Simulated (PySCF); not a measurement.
An excited-state job on Ta(NEt)Me3, `CC[N]=[Ta]([CH3])([CH3])[CH3]`.

Computed with TDDFT PBE0/def2-SVPD, vertical, gas phase, core orbitals frozen in the response, def2 core potentials past Kr (PySCF 2.14.0, density-fitted response routines). Geometry: PBE0-D3(BJ)/def2-SVP. The command runs a driver script over a list of jobs; the input below is this job's line of settings and its coordinates in Å.

Command:
```bash
OMP_NUM_THREADS=1 python probes_run.py task.json out
```

Input:
```
{"job": {"kind": "uv", "xc": "PBE0", "basis": "def2-SVPD", "ip": false, "nstates": 10}, "charge": 0, "multiplicity": 1}
Ta    -0.160647     0.242854    -0.910647
N     -0.159557     0.252560     0.854243
C     -0.141748     0.228062     2.274177
C      0.578896    -0.991914     2.832090
H      0.342052     1.147689     2.654693
H     -1.179339     0.250592     2.658481
H      0.568782    -0.984138     3.933125
H      0.095282    -1.918939     2.488489
H      1.626084    -1.010459     2.494489
C      1.919397     0.225479    -1.506815
H      1.998028     0.288233    -2.610173
H      2.422733    -0.703853    -1.185542
H      2.490428     1.067069    -1.077924
C     -1.183765     2.049076    -1.525486
H     -1.282321     2.073068    -2.628760
H     -0.621430     2.949406    -1.219025
H     -2.195250     2.138776    -1.092827
C     -1.188082    -1.568103    -1.502722
H     -2.197037    -1.651329    -1.063052
H     -0.625460    -2.466704    -1.191438
H     -1.293776    -1.601455    -2.604957
```

Question: Give the output.

Answer: 
```
coarse grid: 74504 points
cycle   1  E = -309.1649969823  dE = -1.190e+01  |g| = 2.015e+00  |ddm| = 9.650e+00
cycle   2  E = -305.7672366241  dE =  3.398e+00  |g| = 3.222e+00  |ddm| = 8.799e+01
cycle   3  E = -310.0270072878  dE = -4.260e+00  |g| = 8.783e-01  |ddm| = 8.806e+01
cycle   4  E = -310.1807455314  dE = -1.537e-01  |g| = 5.264e-01  |ddm| = 1.453e+00
cycle   5  E = -310.2327408853  dE = -5.200e-02  |g| = 2.780e-01  |ddm| = 7.467e-01
cycle   6  E = -310.2485602505  dE = -1.582e-02  |g| = 7.744e-02  |ddm| = 2.962e-01
cycle   7  E = -310.2499129488  dE = -1.353e-03  |g| = 1.405e-02  |ddm| = 7.707e-02
cycle   8  E = -310.2499546541  dE = -4.171e-05  |g| = 5.914e-03  |ddm| = 2.278e-02
cycle   9  E = -310.2499630059  dE = -8.352e-06  |g| = 1.865e-03  |ddm| = 8.618e-03
final grid: 157800 points
cycle  10  E = -310.2499868227  dE =  3.334e-06  |g| = 4.255e-03  |ddm| = 1.339e-02
cycle  11  E = -310.2499575919  dE =  2.923e-05  |g| = 1.192e-02  |ddm| = 1.551e-02
cycle  12  E = -310.2499910575  dE = -3.347e-05  |g| = 9.477e-04  |ddm| = 1.094e-02
cycle  13  E = -310.2499912938  dE = -2.362e-07  |g| = 8.839e-05  |ddm| = 1.155e-03
cycle  14  E = -310.2499912956  dE = -1.827e-09  |g| = 2.075e-05  |ddm| = 1.353e-04
cycle  15  E = -310.2499912957  dE = -1.295e-10  |g| = 8.194e-06  |ddm| = 4.118e-05
converged SCF energy = -310.2499912957

Static polarisability (au): isotropic 120.128, principal 110.120 112.672 137.591

Singlet excitations
state   eV       nm        f      main configurations
  1   4.4087    281.2   0.00002   H->L 0.65, H-1->L+1 0.34
  2   4.5886    270.2   0.00003   H->L+1 0.53, H-1->L 0.45
  3   4.5986    269.6   0.00001   H-1->L+1 0.65, H->L 0.34
  4   4.9543    250.3   0.02971   H-1->L 0.49, H->L+1 0.42
  5   5.2248    237.3   0.00009   H-2->L 0.55, H-3->L+1 0.43
  6   5.4214    228.7   0.01187   H-3->L+1 0.42, H-2->L 0.32, H-2->L+1 0.09
  7   5.4247    228.6   0.01314   H-3->L 0.40, H-2->L+1 0.36, H-3->L+1 0.10
  8   5.6736    218.5   0.04597   H-2->L+1 0.46, H-3->L 0.42
  9   5.6801    218.3   0.00971   H->L+2 0.63, H->L+3 0.21
 10   5.7323    216.3   0.00677   H-1->L+2 0.72, H-1->L+3 0.20

Triplet excitations (Tamm-Dancoff, eV): 3.9319 4.1355 4.1461 4.3272
```

The SCF starts on a coarse grid where the log names one; the energy can jump when the final grid takes over, and dE then counts from the start density on the new grid. H and L stand for HOMO and LUMO; the number after each pair is its weight.

Question: Give the mean polarisability as a volume in Å³, and the ratio of the largest to the smallest principal value.

Answer: 120.128 au × 0.148185 = 17.80 Å³; 137.591/110.120 = 1.25.

In short: HOMO -6.89 eV, LUMO -0.79 eV; lowest singlet 4.41 eV; lowest triplet 3.93 eV (Tamm–Dancoff); mean polarisability 120.1 au.

Atoms past krypton carry effective core potentials; spin–orbit coupling is left out.

Question: How long does this job take on an Intel Xeon at 2.50 GHz with one thread, shared host with 64 logical CPUs at a one-minute load of 60? And the peak memory of the process?

Answer: About 3.8 min (density and orbital grids were written too), with 1.3 GiB resident at the peak, the Python interpreter and its libraries included.
Labels such as C1 count atoms from 1, the log's own numbers from 0.
